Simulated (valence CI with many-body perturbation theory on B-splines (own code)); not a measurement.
**Nb⁺: key properties**

Level of theory: relativistic CI+MBPT: four valence electrons over a frozen Dirac-Fock core [Kr], a basis of 9 s, 9 p, 10 d, 8 f, 5 g, 3 h, 1 i functions for each j, with the one-electron correlation potential Σ1 (screened to all orders), the two-electron term Σ2, the three-electron term Σ3, Breit, model QED; selected single and double excitations, second order for the rest, scaled by the run's own slope (own B-spline code, finite nucleus).

Against 15 measured levels this calculation errs by 220 cm⁻¹ on average and by 533 at most. These come from a selection out of the NIST Handbook of Basic Atomic Spectroscopic Data. Levels without a partner in it may be off by more, other configurations by 1,000 to 4,000 cm⁻¹. Among the levels kept, up to 550 cm⁻¹ of a level comes from second order outside the variational space, and about a tenth of that is noise between levels of different J, which matters for small intervals. Only levels of the ground parity were solved; by the run's estimate the other parity begins above the list, which can be wrong where configurations are misplaced.

Rates and lifetimes use the calculated energies. Strong lines usually hold to 10 to 20 %, long lifetimes can be off by a factor of two.

Task: What is the ground level?

Result: 4d4 5D_0, composition 96 % 4d4 5D + 2 % 4d4 3P.

Task: How is the term 5D of the ground level split?

Result: J = 0 at 0.0, J = 1 at 155, J = 2 at 432, J = 3 at 792, J = 4 at 1217 cm⁻¹.

Task: What is the ionisation energy?

Result: 14.016 eV; NIST lists 14.32 eV (semi-empirical).

Task: What are the static dipole polarisabilities of the lowest levels?

Result: 4d4 5D_0 25.1; 4d4 5D_1 25.0 (tensor -1.4); 4d4 5D_2 25.0 (tensor -0.86); 4d4 5D_3 25.0 (tensor 0.84) bohr³, of which the core gives 2.27.

Task: How well does LS coupling describe the low levels?

Result: Among the lowest 20 levels the leading LS term, summed over configurations, holds 94 % on average. For single configurations the figures are 81 % in LS and 46 % in jj coupling. Terms mix most in the J = 2 level at 7544 cm⁻¹, where the leading one holds 61 %.

Task: Name the longest-lived excited levels whose lifetime is computed, and their main decay.

Result: 4d4 5D_1 at 155 cm⁻¹ lives 4990 s, mostly by M1 to 4d4 5D_0. The lifetime of 4d3 5s 5F_1 is too uncertain to give, and may be longer.
